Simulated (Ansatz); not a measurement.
SiH2Me(NHMe) (C₂H₉NSi). Charge 0, multiplicity 3. Geometry PBE0-D4/def2-SVP, that of the neutral singlet; atoms count from 1.

```xyz
13

Si    0.268    0.043    0.811
H     1.741    0.319    0.829
H    -0.352    0.985    1.810
C    -0.116   -1.711    1.347
H     0.245   -1.890    2.372
H     0.362   -2.441    0.677
H    -1.202   -1.897    1.343
N    -0.275    0.253   -0.823
C     0.037    1.396   -1.645
H    -1.144   -0.205   -1.077
H    -0.647    2.259   -1.510
H     1.053    1.755   -1.416
H     0.030    1.135   -2.717
```

At PBE0-D4/def2-TZVP a singlet of charge 0 lies 5.60 eV below the triplet at the same geometry.

**Question.** Estimate the Mulliken populations from the PBE0/def2-TZVP orbitals of Ansatz.

**Answer.** 
| atom | charge (e) | spin (α − β) |
| --- | --- | --- |
| Si1 | -0.24 | 0.66 |
| H2 | 0.00 | 0.00 |
| H3 | 0.04 | 0.08 |
| C4 | -0.45 | -0.05 |
| H5 | 0.15 | 0.00 |
| H6 | 0.14 | 0.01 |
| H7 | 0.14 | 0.02 |
| N8 | 0.37 | 0.47 |
| C9 | -0.14 | -0.18 |
| H10 | -0.28 | 0.59 |
| H11 | 0.09 | 0.19 |
| H12 | 0.10 | 0.08 |
| H13 | 0.08 | 0.13 |
Mulliken values depend strongly on the basis.

**Question.** Where does the spin sit?

**Answer.** Summed by element: Si 0.66, H 1.11, C -0.23, N 0.47, of 2 unpaired in all. Largest on single atoms: Si1 0.66, H10 0.59, N8 0.47.

**Question.** And the Mayer bond orders between heavy atoms (over 0.3)?

**Answer.** Si1–C4 0.97 (1.87 Å); N8–C9 1.14 (1.44 Å).
